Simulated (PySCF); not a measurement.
Dipole moment and polarisability of (KCl)2 ring

(KCl)2 ring, K2Cl2.
Geometry (PBE0-D3(BJ)/def2-SVP, Å), atoms numbered from 1 in this order:
```xyz
4
K2Cl2 angstrom
K     -1.7288    0.4625   -0.9086
Cl    -0.8286    0.4219    1.7872
K      1.7289   -0.4627    0.9082
Cl     0.8285   -0.4217   -1.7868
```

Level: CAM-B3LYP/def2-SVPD (PySCF), static field, nuclei fixed, core orbitals frozen in the response. The polarisability tensor in these axes (au):

```
x   63.90 -2.72 -0.42
y   -2.72 56.33  1.06
z   -0.42  1.06 65.74
```

What are the eigenvalues, a third of the trace, and Δα (Δα² = ½Σ(αi − αj)² over the three pairs)?

Principal values 55.38, 64.41 and 66.18 au; mean 61.99 au = 9.19 Å³ = 10.22 × 10⁻⁴⁰ C²·m²/J; Δα = 10.04 au (16 % of the mean).

What is the dipole moment?

0.00 D; point group D2h allows none.

Molar refractivity from α?

Lorentz–Lorenz: R = (4π/3)N_A α = 2.5225 cm³/(mol·Å³) × 9.19 Å³ = 23.2 cm³/mol, in the limit of long wavelengths.

Give the eigenvalues of the traceless quadrupole moment Θ = ½Σq(3rr − r²1), origin at the centre of nuclear charge.

-46.98, -2.29, 49.26 D·Å. With no charge and no dipole, the values don't depend on the origin. The electronic extent ⟨r²⟩ about the same centre is 1150 bohr², a root-mean-square distance of 2.11 Å for the 72 electrons.

Directions of the eigenvectors, and the extent of the frame along each?

Largest value along (-0.41, 0.21, 0.89), where the nuclei span 4.03 Å; middle along (0.86, -0.23, 0.45), 4.01 Å; least along (0.30, 0.95, -0.09), 0.00 Å. 

Find the Langevin capture rate constant for NO+ (29.998 u) meeting this molecule (147.865 u), k = 2.342 × 10⁻⁹ cm³/s × √(α in Å³ / reduced mass in u).

The reduced mass is 24.94 u, so k = 1.42 × 10⁻⁹ cm³/s.

Geometry: PBE0-D3(BJ)/def2-SVP; no solvent, vibrations or thermal averaging.
